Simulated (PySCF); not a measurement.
## Exercise with solution: entropy of an ideal gas

Cl₂HOZr, SMILES [Cl][Zr+]([Cl])[OH], charge +1, multiplicity 1.

Geometry: PBE-D3(BJ)/def2-SVP. The spin state was assumed, not searched. The isomer is the one that the SMILES or the coordinates give; other isomers of the formula were not compared. The def2 effective core potentials stand for the cores of Zr; spin–orbit coupling is left out. Other conformers were not sampled.

PBE-D3(BJ)/def2-SVP in PySCF gives the harmonic wavenumbers 101, 127, 156, 381, 431, 453, 510, 804, 3716 cm⁻¹ and the rotational temperatures 0.1587, 0.0912, 0.0652 K. The molar mass is 179.13 g/mol, the symmetry number 1, the spin multiplicity 1.

Problem. Work out the entropy at 298.15 K and 1 atm in the rigid-rotor, harmonic-oscillator model.

Solution. 
Translation (Sackur–Tetrode at 1 atm): S = R[1.5 ln M + 2.5 ln T − 1.16487] = 173.5 J/(mol K).
Rotation: q = (√π/σ) T^1.5/√(θA θB θC) = 297000, S = R[ln q + 3/2] = 117.2 J/(mol K).
Vibration: with u = 1.4388 ν/T, each mode gives R[u/(e^u − 1) − ln(1 − e^−u)]:
```tsv
ν (cm⁻¹)	modes	u	S (J/(mol K))
101	1	0.49	14.37
127	1	0.61	12.51
156	1	0.75	10.87
381	1	1.84	4.33
431	1	2.08	3.58
453	1	2.19	3.29
510	1	2.46	2.65
804	1	3.88	0.85
```
The stiffer modes add less than 0.005 each. Sum 52.5 J/(mol K).
Spin: R ln 1 = 0.0 J/(mol K).
Total 343.2 J/(mol K); the program's own thermochemistry gives 343.2. Translation makes up 51 % and vibration 15 %. Anharmonicity, hindered rotation and orbital degeneracy are left out.
